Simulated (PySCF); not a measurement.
Si(Me)(OAc)(OMe)2, SMILES CO[Si](C)(OC)OC(C)=O (GFN2-xTB optimised geometry):

```
22

C     -1.118     2.241     1.015
O     -1.139     1.278     0.000
Si    -0.422    -0.167     0.000
C      1.479    -0.167     0.000
O     -1.135    -0.815    -1.289
C     -0.785    -1.973    -2.004
O     -0.927    -0.890     1.439
C     -0.814    -2.176     1.735
C     -1.414    -2.509     3.075
O     -0.290    -2.976     1.006
H     -0.145     2.737     1.047
H     -1.317     1.790     1.988
H     -1.890     2.976     0.789
H      1.866    -1.183     0.016
H      1.870     0.320    -0.889
H      1.890     0.351     0.863
H     -1.625    -2.225    -2.649
H      0.099    -1.783    -2.616
H     -0.577    -2.801    -1.326
H     -0.965    -1.880     3.839
H     -1.250    -3.557     3.305
H     -2.481    -2.298     3.046
```

Method: PBE0/def2-SVP (PySCF 2.14.0).

Problem. What are the frontier orbital energies and the dipole moment?

Solution. HOMO-2 -8.20 eV, HOMO-1 -8.07 eV, HOMO -7.85 eV, LUMO 0.31 eV, LUMO+1 1.57 eV; dipole moment 2.16 D.

On the same geometry PySCF with PBE/def2-SVP gives HOMO-2 -6.59 eV, HOMO-1 -6.39 eV, HOMO -6.10 eV, LUMO -0.78 eV, LUMO+1 0.72 eV; dipole moment 2.00 D.

Meta-Löwdin charges at PBE0/def2-SVP: C1 -0.08, O2 -0.59, Si3 1.39, C4 -0.59, O5 -0.59, C6 -0.08, O7 -0.56, C8 0.53, C9 -0.34, O10 -0.45, H11 0.09, H12 0.09, H13 0.11, H14 0.13, H15 0.12, H16 0.12, H17 0.11, H18 0.09, H19 0.11, H20 0.13, H21 0.12, H22 0.13.
